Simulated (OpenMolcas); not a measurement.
**Sb3+: effect of the IPEA shift**

| Property | Result |
| --- | --- |
| Program | OpenMolcas |
| Basis | ANO-RCC-VQZP [8s7p5d3f2g] |
| Scalar Hamiltonian | DKH2, point nucleus |
| Active space | 2 electrons in 4 orbitals (5s 5p) |
| State averaging | 2S+1 = 3 even, 3 roots; 2S+1 = 1 even, 7 roots; 2S+1 = 3 odd, 3 roots; 2S+1 = 1 odd, 3 roots |
| Spin-orbit coupling | state interaction with AMFI integrals over the reference wave functions, term energies averaged over their components |

Methods on the same reference wave functions:
A. CASSCF
B. MS-CASPT2, IPEA 0.25 Eh, imaginary shift 0.1 Eh (closed shells correlated: 4d)
C. MS-CASPT2, IPEA 0.5 Eh, imaginary shift 0.1 Eh (closed shells correlated: 4d)

Energies in cm⁻¹ above 5s² ¹S₀, the measured ground level; measured values from Moore, Atomic Energy Levels, vol. III, NSRDS-NBS 35 (1971 reprint of NBS Circular 467, 1958).

```
     Level       A       B       C  Measured
   5s² ¹S₀     0.0     0.0     0.0       0.0
5s 5p ³P°₀   59886   65120   65260          
5s 5p ³P°₁   61918   67050   67200     66700
5s 5p ³P°₂   66592   71830   71970     72560
5s 5p ¹P°₁  102844   94600   95400     95952
   5p² ³P₀  149595  153000  153340    152076
   5p² ³P₁  152674  156460  156780    156388
   5p² ¹S₀  188817  182360  183060
```

Deviations, from unrounded energies. A percentage is the sum of absolute deviations over the sum of measured energies, with the sign that they share, or ± where signs differ.

| Against measurement | Levels | A | B | C |
| --- | --- | --- | --- | --- |
| mean absolute deviation (cm-1) | 5 | 4800 | 690 | 660 |
| other configurations (%) | 5 | ±4.4 | ±0.6 | ±0.6 |

B, C lie about equally close to measurement and A furthest from it. The largest miss of C in the table is 5p² ³P₀, by +1300 cm-1. The ranking rests on the paired levels alone, and a cruder setting can come out closer through cancelling errors.

Between B and C the level of the table that moves most is 5s 5p ¹P°₁, by 800 cm-1 (lowest in B, highest in C). Moves below CASPT2's spread within the term are not significant.

The lowest spin-free term lies below A's lowest term by 0.446 hartree in B, 0.444 hartree in C.

Over all roots computed the reference weight is 0.89 to 0.95 in B; the roots of lowest weight are the least certain, and an intruder state may touch them. The ¹D term of p² mixes with s d, which this space lacks. Measured partners are found by configuration, term and J. A level has none where our copy of the source lacks it or the pairing is in doubt (some pairs that miss far off the trend of their configuration count as doubtful), and it then counts in no deviation. Only configurations of the active space appear. Levels that lie high or do not pair safely by name in every column are left out.

° marks odd parity.
